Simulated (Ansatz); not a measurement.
The cluster Ga₃As₄⁻. Total charge -1; triplet. Geometry PBE0-D4/def2-SVP.

```xyz
7

Ga    0.187   -2.008    1.342
Ga   -0.494    0.757    1.432
Ga   -0.786    1.032   -1.506
As   -1.819   -0.873   -0.170
As    0.737    2.361   -0.032
As    1.796    0.130    0.163
As    0.379   -1.399   -1.229
```

At BLYP-D4/def2-SVP the highest occupied level of the charge -1 triplet lies above zero (up to 0.07 eV). It is a level of α spin, whose loss leaves a doublet; that state wasn't run at this geometry and level. The electron is either unbound and held by the finite basis, or the level is raised by self-interaction error. The structure comes from a short search, and lower isomers may exist.

Estimate the α-spin orbital energies around the gap (eV) in Ansatz with LDA (SPW92)/def2-SVP, PBE-D4/def2-SVP, BLYP-D4/def2-SVP, r2SCAN-D4/def2-SVP, PBE0-D4/def2-SVP.


```csv
orbital,LDA (SPW92)/def2-SVP,PBE-D4/def2-SVP,BLYP-D4/def2-SVP,r2SCAN-D4/def2-SVP,PBE0-D4/def2-SVP
HOMO−5,-2.26,-2.11,-1.80,-2.44,-3.10
HOMO−4,-1.85,-1.70,-1.41,-1.99,-2.62
HOMO−3,-1.51,-1.37,-1.06,-1.67,-2.29
HOMO−2,-1.07,-0.93,-0.64,-1.18,-1.77
HOMO−1,-0.59,-0.50,-0.21,-0.86,-1.38
HOMO,-0.31,-0.23,0.07,-0.57,-1.11
LUMO,1.22,1.39,1.67,1.35,1.94
LUMO+1,1.58,1.79,2.02,1.83,2.41
LUMO+2,2.03,2.24,2.48,2.32,2.87
LUMO+3,2.39,2.57,2.81,2.65,3.18
LUMO+4,2.82,3.00,3.23,3.12,3.59
LUMO+5,2.91,3.08,3.35,3.13,3.71
β HOMO,-0.92,-0.76,-0.50,-1.01,-1.55
β LUMO,-0.15,0.11,0.27,0.21,0.68
```
